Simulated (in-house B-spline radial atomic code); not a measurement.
A fraction x of an electron is removed from 3d in As II (As+), starting from [Ar] 3d10 4s2 4p2 and keeping the highest spin. Method: scalar-relativistic (X2C) wB97X, spin-polarised, spherical fractional occupations, Fermi nucleus of rms radius 4.0968 fm. Calculated with a radial B-spline atomic code at the basis-set limit.

Caution: exact exchange at fractional occupations of open shells leaves self-interaction of up to several eV.

```
   x  E(x) - E(0) (eV)  3d down level (eV)
   0            0.0000             -56.690
0.07            4.0139             -57.995
0.18                 ?                   ?
0.35           20.9983             -63.359
0.46           28.0866             -65.525
 0.5           30.7235             -66.321
0.54           33.3923             -67.121
0.65                 ?                   ?
0.78           50.0849             -72.008
 0.9           58.8754             -74.506
   1           66.4312             -76.614
```

(1) What belongs in the row x = 0.18?

(2) What belongs in the row x = 0.65?

(3) Check Janak's theorem between x = 0.35 and 0.46.

Results:

(1) An energy change of 10.5075 eV; 3d down at -60.076 eV.

(2) An energy change of 40.8976 eV; 3d down at -69.343 eV.

(3) The slope of the energy is 64.44 eV; the orbital levels give 64.44 eV (-ε of the emptying orbital, averaged over the two points).
